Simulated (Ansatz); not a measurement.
System: CH3AlCl2O (charge 0, singlet). SMILES: C[O][Al]([Cl])[Cl]
Coordinates optimised at B3LYP-D3(BJ)/def2-TZVP (Ansatz, a quantum-chemistry and plane-wave program):
```xyz
8

C     -2.7421    -0.2858     0.2119
O     -1.4298    -0.7777     0.0337
Al     0.0989    -0.1139    -0.0228
Cl     0.3767     1.9437     0.2035
Cl     1.7351    -1.3606    -0.3224
H     -3.1894    -0.7540     1.0913
H     -3.3472    -0.5400    -0.6611
H     -2.7599     0.7996     0.3461
```

Property: vertical ionisation energy (to the doublet state of charge +1; each state is the SCF solution reached for its spin), in eV. Correlated levels leave the core frozen unless marked. Open shells are spin-unrestricted. Spin-orbit coupling is left out. No relativistic terms. CBS marks a two-point X^-3 extrapolation of the correlation energy; Hartree-Fock from the larger set. The bracket is a focal-point correction in the basis named.

```tsv
level	program	vertical ionisation energy (eV)
PBE/def2-TZVPD	Ansatz	10.26
r2SCAN/def2-TZVPD	Ansatz	10.49
PBE0/def2-TZVPD	Ansatz	10.82
BHLYP/def2-TZVPD	Ansatz	…
CAM-B3LYP/def2-TZVPD	Ansatz	11.12
wB97X-V/def2-TZVPD	Ansatz	…
B2PLYP/def2-TZVPD	Ansatz	11.12
SCS-MP2/aug-cc-pV(D+d)Z	Ansatz	11.47
SCS-MP2/aug-cc-pV(T+d)Z	Ansatz	11.61
CCSD/aug-cc-pV(D+d)Z	Ansatz	11.13
CCSD/aug-cc-pV(T+d)Z	Ansatz	…
RI-MP2/CBS(aug-cc-pV(T+d)Z,aug-cc-pV(Q+d)Z)+[CCSD(T)-MP2]/aug-cc-pV(T+d)Z	Ansatz	…
```

Question: Some entries are withheld; supply them.

Answer: 
- BHLYP/def2-TZVPD, vertical ionisation energy (eV): 10.98
- wB97X-V/def2-TZVPD, vertical ionisation energy (eV): 11.15
- CCSD/aug-cc-pV(T+d)Z, vertical ionisation energy (eV): 11.23
- RI-MP2/CBS(aug-cc-pV(T+d)Z,aug-cc-pV(Q+d)Z)+[CCSD(T)-MP2]/aug-cc-pV(T+d)Z, vertical ionisation energy (eV): 11.41
